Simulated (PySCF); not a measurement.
Coordinates in bohr (charge 0 multiplicity 3):
```
Pd    0.0000    0.0000    0.1924
O     0.0000    0.0000    3.4910
Cl    4.0817    0.0000   -1.0897
Cl   -4.0817    0.0000   -1.0897
```

Method: UB3LYP/[Pd def2-SVP with ECP28, O def2-SVP, Cl def2-SVP], scalar-relativistic core potentials, density fitting, no spin–orbit coupling, PySCF.

This geometry of PdOCl2 is a stationary point at this level.

Q: What is the point group?

A: C2v.

Q: Is it a minimum?

A: Yes: all harmonic wavenumbers are real.

Q: List the harmonic modes with their infrared intensities.

A: 
```json
{"symmetry": "a1", "ω (cm⁻¹)": "95", "IR (km/mol)": "0.9", "type": "bend"}
{"symmetry": "b2", "ω (cm⁻¹)": "104", "IR (km/mol)": "0.9", "type": "bend"}
{"symmetry": "b1", "ω (cm⁻¹)": "116", "IR (km/mol)": "4.7", "type": "bend"}
{"symmetry": "a1", "ω (cm⁻¹)": "339", "IR (km/mol)": "2.5", "type": "stretch"}
{"symmetry": "b2", "ω (cm⁻¹)": "394", "IR (km/mol)": "59.5", "type": "stretch"}
{"symmetry": "a1", "ω (cm⁻¹)": "751", "IR (km/mol)": "5.5", "type": "stretch"}
```

Q: Give the atomic charges and bond orders.

A: 
```tsv
atom	Mulliken	Löwdin	polar tensor	spin (Mulliken)	Mayer order to Pd1
Pd1	0.47	-0.30	0.89	0.58	–
O2	-0.15	0.08	-0.16	1.18	1.51
Cl3,4	-0.16	0.11	-0.36	0.12	0.99
```

In C2v the vibrations span 3a1 + 2b2 + b1. Here b1 is antisymmetric to the molecular plane and b2 lies in it.

Other isomers or separated fragments may lie lower. With open d or f shells other occupations or spin states may lie lower. At this level a triplet minimum of Cs symmetry lies 11 kJ/mol below this structure.
